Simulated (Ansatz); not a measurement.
Potential energy curve for ClMg (cation, charge +1), lowest triplet found (which spin is the ground state isn't settled by this scan).

Method: full CI/cc-pVDZ, frozen core in Ansatz (a quantum-chemistry and plane-wave program).

**Question.** Relative to R = 2.74 Å, what are the energies at R = 2.21, 2.38, 6.08, 8.34 Å?

**Answer.** 13.5 kcal/mol at 2.21 Å, 4.8 kcal/mol at 2.38 Å, 8.5 kcal/mol at 6.08 Å, 8.9 kcal/mol at 8.34 Å.
